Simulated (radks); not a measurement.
Results of a calculation; reference values are marked as such.
Ionisation of Eu16+, [Kr] 4d10 4f1, to Eu17+, [Kr] 4d10, under several functionals. Scalar-relativistic Kohn-Sham, spin-polarised, spherical densities, finite nucleus; open shells are filled with parallel spins first (spin-orbit coupling, left out, can overturn this in heavy ions); a radial shooting solver on a logarithmic mesh with Libxc functionals.

[
 {"functional": "BLYP", "E(Eu16+) (hartree)": "-10762.8954", "Exc (hartree)": "-230.0937", "IE (eV)": "344.72", "-e(HOMO) (eV)": "327.76", "<r> HOMO (bohr)": "0.6417", "IE error (eV)": "+0.3"},
 {"functional": "Wu-Cohen GGA", "E(Eu16+) (hartree)": "-10761.0690", "Exc (hartree)": "-228.2719", "IE (eV)": "344.99", "-e(HOMO) (eV)": "328.02", "<r> HOMO (bohr)": "0.6402", "IE error (eV)": "+0.6"},
 {"functional": "MS2 meta-GGA", "E(Eu16+) (hartree)": "-10761.9211", "Exc (hartree)": "-228.8329", "IE (eV)": "343.49", "-e(HOMO) (eV)": "326.76", "<r> HOMO (bohr)": "0.6413", "IE error (eV)": "-0.9"},
 {"functional": "RPBE", "E(Eu16+) (hartree)": "-10762.5434", "Exc (hartree)": "-229.7615", "IE (eV)": "344.83", "-e(HOMO) (eV)": "327.86", "<r> HOMO (bohr)": "0.6407", "IE error (eV)": "+0.4"},
 {"functional": "SCAN", "E(Eu16+) (hartree)": "-10763.9321", "Exc (hartree)": "-230.5347", "IE (eV)": "343.34", "-e(HOMO) (eV)": "326.60", "<r> HOMO (bohr)": "0.6402", "IE error (eV)": "-1.1"},
 {"functional": "PBEsol", "E(Eu16+) (hartree)": "-10758.2879", "Exc (hartree)": "-225.4828", "IE (eV)": "344.91", "-e(HOMO) (eV)": "327.94", "<r> HOMO (bohr)": "0.6401", "IE error (eV)": "+0.5"},
 {"functional": "PBE", "E(Eu16+) (hartree)": "-10762.0591", "Exc (hartree)": "-229.2681", "IE (eV)": "344.91", "-e(HOMO) (eV)": "327.95", "<r> HOMO (bohr)": "0.6407", "IE error (eV)": "+0.5"}
]

NIST Atomic Spectra Database: 344.4 eV (semi-empirical). Closest: BLYP. The Delta-SCF values span 1.65 eV, the total energies 5.64 hartree. The highest occupied level is 4f. Open shells are spherical and high-spin; term and fine-structure splittings are not resolved. Spin-orbit splitting is averaged out at the scalar-relativistic level.
